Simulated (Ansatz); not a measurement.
Start from `[NH2][Ga]([NH2])[NH2]` and change one element to get `[NH2][In]([NH2])[NH2]`.

Ansatz, PBE0-D4/def2-TZVP geometries, multiplicity 1. Each molecule was computed in one conformer, which needn't be the lowest.

Elements past krypton have def2 core potentials. Scalar relativity is left out up to krypton.

```
                                                                                  property  `[NH2][Ga]([NH2])[NH2]`
ideal-gas entropy at 298 K and 1 bar (rigid rotor, harmonic PBE0-D4/def2-TZVP) / J/(mol·K)                      351
                                                        LUMO energy (PBE0/def2-TZVPP) / eV                     0.18
                                                       HOMO–LUMO gap (PBE/def2-TZVPP) / eV                     4.65
                                            zero-point energy (PBE0-D4/def2-TZVP) / kJ/mol                    199.1
                                          size of the dipole moment (B3LYP/def2-TZVPP) / D                     0.61
                                                        HOMO energy (PBE0/def2-TZVPP) / eV                    -6.76
```

(1) Give the same properties after the change, and the shifts. (Best estimate.)

## Answers

(1) Computed: 
| property | `[NH2][In]([NH2])[NH2]` | shift |
| --- | --- | --- |
| ideal-gas entropy at 298 K and 1 bar (rigid rotor, harmonic PBE0-D4/def2-TZVP) / J/(mol·K) | 363 | 12 |
| LUMO energy (PBE0/def2-TZVPP) / eV | -0.63 | -0.81 |
| HOMO–LUMO gap (PBE/def2-TZVPP) / eV | 3.88 | -0.77 |
| zero-point energy (PBE0-D4/def2-TZVP) / kJ/mol | 196.3 | -2.8 |
| size of the dipole moment (B3LYP/def2-TZVPP) / D | 0.94 | 0.33 |
| HOMO energy (PBE0/def2-TZVPP) / eV | -6.77 | -0.01 |

Dipoles are sizes alone; their direction can turn.

B3LYP here is the variant with VWN-RPA as its local correlation; programs differ in this.
